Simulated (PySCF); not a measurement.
Level of theory: PBE0-D3(BJ)/def2-TZVP // PBE0-D3(BJ)/def2-SVP (PySCF 2.14.0). Isolated molecules, 0 K electronic values unless said otherwise. Delta-SCF ions had no search for a lower state. 

Reference species (SMILES): `[GeH4]` (neutral, multiplicity 1).

```yaml
vertical ionisation energy (Delta-SCF): 12.17 eV
HOMO: -9.65 eV
```

Changed species: `[SiH3][GeH3]` (1 of 4 H replaced by SiH3; the reference has 0 of 4 H replaced by SiH3).

Give the shifts of the vertical ionisation energy (Delta-SCF) and HOMO.

the vertical ionisation energy (Delta-SCF) decreases by 1.80 eV, to 10.37 eV; the HOMO goes up by 1.36 eV, to -8.29 eV.
